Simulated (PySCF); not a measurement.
Gas-phase reaction: InH₂Cl + InHCl₂ + 3 F₂ = 2 InF₃ + 3 HCl

Energies from PySCF (xtb for GFN2), thermal terms from the rigid-rotor harmonic-oscillator model, ideal gas at 1 bar. † marks an energy on the PBE0/def2-TZVP geometry and frequencies; other levels use their own. CCSD(T) freezes the core. All species are closed-shell singlets. B3LYP is the form with VWN-RPA correlation. In: scalar-relativistic def2 core potential, no spin-orbit coupling. InH₂Cl, InHCl₂: computed as isolated molecules; such fragments, hydroxides, amides, oligomers or adducts are transient or little studied in the gas. CCSD(T) isn't extrapolated to the basis-set limit.

| level | ΔH°(298 K), kJ |
|---|---|
| B3LYP/def2-TZVP† | -1496 |
| CCSD(T)/def2-SVP† | -1483 |
| CCSD(T)/def2-TZVPP† | ? |
| GFN2-xTB | ? |
| PBE/def2-TZVP† | ? |
| PBE0/def2-SVP† | -1409 |
| PBE0/def2-TZVP | ? |
| ωB97M-V/def2-TZVP† | -1501 |

Q: Complete the blanks.

A: 
- CCSD(T)/def2-TZVPP†, ΔH°(298 K), kJ: -1516
- GFN2-xTB, ΔH°(298 K), kJ: -1193
- PBE/def2-TZVP†, ΔH°(298 K), kJ: -1441
- PBE0/def2-TZVP, ΔH°(298 K), kJ: -1482
